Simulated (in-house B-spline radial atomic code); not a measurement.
Br²⁺. Computed with a B-spline radial atomic code. Model: non-relativistic spherical atom: semilocal Troullier-Martins pseudo-atom, one channel per l, against all electrons, high spin, G0W0 and RPA with empty states to l = 8, local potential for every l without a channel, a model core (radius 0 = none) keeps its share of the functional.

What the tables leave out is listed at the end.

The pseudopotential gives back the lowest level of each angular momentum of its own functional in the configuration it was made in; a second state of the same l is only approximately right. Exact exchange, RPA and GW see the smooth pseudo-orbitals and miss the exchange with the core, for which the functional's share stands in. The column with an uncorrelated core keeps all orbitals and exact exchange, and so separates missing core correlation from pseudisation. Only the three outermost levels and the lowest empty one were computed. RPA here is direct RPA, with no exchange kernel, and its energies carry an (l + 1/2)⁻⁴ tail. A hybrid on a potential with a model core restores only its own semilocal share of the core's exchange.

Command:
```bash
python run_psgw.py task.json out
```
Settings (lengths in bohr, energies in hartree):
```
Z                      35
electrons              33
configuration          [Ar] 3d10 4s2 4p3
generated_in           [Ar] 3d10 4s2 4p5
functional             pbe,pbe
core_shells            4
radius_factor          0.9
core_correction        True
```

Run time, properties included: 34 s on 1 thread of Arm Neoverse N1, with other jobs on the host.

Given: made with PBE; model core radius 0.254 bohr; local radius 0.564 bohr; mean-field start PBE.

Valence shells of the generating configuration: 3p, 3d, 4s, 4p.

Channel: s 1.3, p 0.434, d 1.151 (radii in bohr).

Computed: largest level miss in the spin-unpolarised generating configuration 0.092 eV; valence RPA correlation energy pseudo -1.5279 hartree; all-electron RPA polarisability, core included 7.3946 bohr³; pseudo-atom RPA polarisability 7.2437 bohr³.

```tsv
level	occupied	mean-field all-electron (eV)	mean-field pseudo minus all (eV)	G0W0 all-electron (eV)	G0W0 uncorrelated core minus all (eV)	G0W0 pseudo minus all (eV)	exchange self-energy all-electron (eV)	exchange self-energy pseudo (eV)
4p up	1	-29.401	-0.192	-35.242	0.003	-0.038	-23.003	-21.791
4s down	1	-38.95	-0.076	-44.624	-0.098	-1.76	-20.434	-20.358
4p down (empty)	0	-26.17	-0.197	-21.855	0.005	0.054	-6.8032	-5.5271
```

Task: What is the valence RPA correlation energy all-electron orbitals?

Result: -1.4288 hartree.

Given: mean-field start PBE0.

Computed: valence RPA correlation energy pseudo -1.4815 hartree; all-electron RPA polarisability, core included 6.7224 bohr³; pseudo-atom RPA polarisability 6.6081 bohr³.

```tsv
level	occupied	mean-field all-electron (eV)	mean-field pseudo minus all (eV)	G0W0 all-electron (eV)	G0W0 uncorrelated core minus all (eV)	G0W0 pseudo minus all (eV)	exchange self-energy all-electron (eV)	exchange self-energy pseudo (eV)
4p up	1	-31.054	-0.016	-35.379	0.003	0.078	-22.946	-21.68
4s down	1	-40.215	-0.689	-44.591	-0.093	-1.933	-20.22	-20.808
4p down (empty)	0	-24.77	-0.011	-21.693	0.005	0.132	-6.5074	-5.2912
```

Task: What is the valence RPA correlation energy all-electron orbitals?

Result: -1.3787 hartree.

Among the listed levels the largest G0W0 shift of the pseudo-atom is -1.93 eV, for 4s down on the PBE0 start, while leaving the core uncorrelated moves that level by -0.09 eV. So pseudisation and the lost core exchange, not the missing core correlation, make the error. Not in the tables (levels of low weight, unsolved or above zero; the highest and the empty levels are kept at any weight): on PBE the G0W0 levels 4s up (pseudo minus all -1.40 eV, weights 0.21 and 0.30); on PBE0 the G0W0 levels 4s up (pseudo minus all -4.02 eV, weights 0.27 and 0.37); no Hartree-Fock pseudo-atom is run with a model core.
